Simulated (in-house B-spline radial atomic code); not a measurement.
A fraction x of an electron is removed from 5p in Yb+, starting from [Xe] 4f14 6s1 and keeping the highest spin. Level of theory: scalar-relativistic (X2C) BLYP, spin-polarised, spherical fractional occupations, Fermi nucleus of rms radius 5.3108 fm; calculated with an all-electron radial atomic-structure program (B-spline basis).

| x | E(x) - E(0) (eV) | 5p down level (eV) |
| --- | --- | --- |
| 0 | 0.0000 | -34.009 |
| 0.04 | 1.3698 | -34.482 |
| 0.16 | 5.5935 | -35.917 |
| 0.27 | 9.6176 | -37.251 |
| 0.4 | ? | ? |
| 0.5 | 18.5105 | -40.090 |
| 0.57 | 21.3474 | -40.966 |
| 0.72 | ? | ? |
| 0.78 | 30.2290 | -43.628 |
| 0.94 | 37.3737 | -45.686 |
| 1 | 40.1382 | -46.464 |

Question: What belongs in the row x = 0.4?

Answer: An energy change of 14.5637 eV; 5p down at -38.847 eV.

Question: What belongs in the row x = 0.72?

Answer: An energy change of 27.6343 eV; 5p down at -42.863 eV.

Question: Check Janak's theorem between x = 0.04 and 0.16.

Answer: The slope of the energy is 35.20 eV; the orbital levels give 35.20 eV (-ε of the emptying orbital, averaged over the two points).
